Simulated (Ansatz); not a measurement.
`[NH2][Nb](=[O])([OH])[Cl]` + H–F → `[O]=[Nb]([OH])([F])[Cl]` + NH₃ at 500 K and 1 bar (ligand exchange at the Nb–N bond).

Isolated molecules relaxed with PBE0-D4/def2-TZVP in Ansatz; ΔE leaves out vibrations. CBS: MP2 limit from def2 TZ/QZ plus the TZ coupled-cluster correction, frozen cores. This one scheme is used for every species. def2 core potentials past Kr. For Nb outer-core shells are correlated without core-valence functions, which leaves a few kJ/mol of doubt a bond. One conformer a species, not always the lowest.

```json
{"species": "`[NH2][Nb](=[O])([OH])[Cl]`", "CCSD(T)/CBS energy (Eh)": "-723.76288", "H − E (kJ/mol)": "160.5", "S (J/(mol·K))": "429.2"}
{"species": "H–F", "CCSD(T)/CBS energy (Eh)": "-100.39570", "H − E (kJ/mol)": "39.4", "S (J/(mol·K))": "188.7"}
{"species": "`[O]=[Nb]([OH])([F])[Cl]`", "CCSD(T)/CBS energy (Eh)": "-767.67871", "H − E (kJ/mol)": "93.9", "S (J/(mol·K))": "401.7"}
{"species": "NH₃", "CCSD(T)/CBS energy (Eh)": "-56.50880", "H − E (kJ/mol)": "108.2", "S (J/(mol·K))": "211.8"}
```

H − E and S are ideal-gas, rigid-rotor, harmonic terms from PBE0-D4/def2-TZVP, for one conformer and one mirror image of each species. 1 Eh = 2625.50 kJ/mol, R = 8.31446 J/(mol·K).

Task: By hand: ΔE, ΔH, ΔS and ΔG.

Result: ΔE = (-767.67871) + (-56.50880) − (-723.76288) − (-100.39570) = -0.02893 Eh = -76.0 kJ/mol. Δ(H − E) = 93.9 + 108.2 − 160.5 − 39.4 = 2.2, so ΔH = -73.8 kJ/mol. ΔS = 401.7 + 211.8 − 429.2 − 188.7 = -4.4 J/(mol·K). ΔG = -73.8 − 500 × (-4.4)/1000 = -71.6 kJ/mol.

Task: By hand: the equilibrium constant, and the temperature at which ΔG would vanish if ΔH and ΔS stayed fixed.

Result: log₁₀ K = −ΔG/(RT ln 10) = 7.5. ΔG = 0 at ΔH/ΔS = 16773 K, far beyond where these terms or the molecules hold.

The number of gas molecules stays the same, so ΔS is small and ΔH decides. A doubt of 5 kJ/mol in ΔE shifts log₁₀ K by 0.5 here. Other conformers and mirror images would add mixing entropy, several J/(mol·K) or more a flexible species. These are equilibria of isolated gas molecules and say nothing of rates. Largest T1 diagnostic: 0.022 (customary marks: 0.02 for closed shells, 0.045 for open ones).
